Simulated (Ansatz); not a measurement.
Mulliken charges of ClFH₃SiSn, SMILES `[F][Sn]([SiH3])[Cl]` radical from ωB97M-V/def2-TZVPP in Ansatz (PBE0-D4/def2-TZVP geometry).

| atom | x (Å) | y (Å) | z (Å) | charge (e) |
| --- | --- | --- | --- | --- |
| F1 | -0.221 | -2.544 | 0.731 | -0.481 |
| Sn2 | -1.210 | -0.899 | 0.489 | 0.764 |
| Si3 | 0.687 | 0.921 | 0.130 | 0.022 |
| Cl4 | -2.181 | -1.236 | -1.624 | -0.350 |
| H5 | 1.580 | 0.450 | -0.956 | 0.022 |
| H6 | 1.410 | 1.060 | 1.417 | 0.010 |
| H7 | -0.005 | 2.181 | -0.232 | 0.012 |

By hand: the dipole of these point charges (1 e Å = 4.8032 D).

Σ q r = (0.009, 1.036, 0.584) e Å, of length 1.189 e Å = 5.71 D.

How does the dipole of the full density compare? (An estimate is asked.)

Ansatz gave: (0.127, 0.733, 0.364) e Å, 3.98 D; the point charges give 1.43 times that, at 9° from its direction.

Point charges leave out the atoms' own dipoles, such as those of lone pairs, and Mulliken's split depends on the basis, so the two needn't agree.
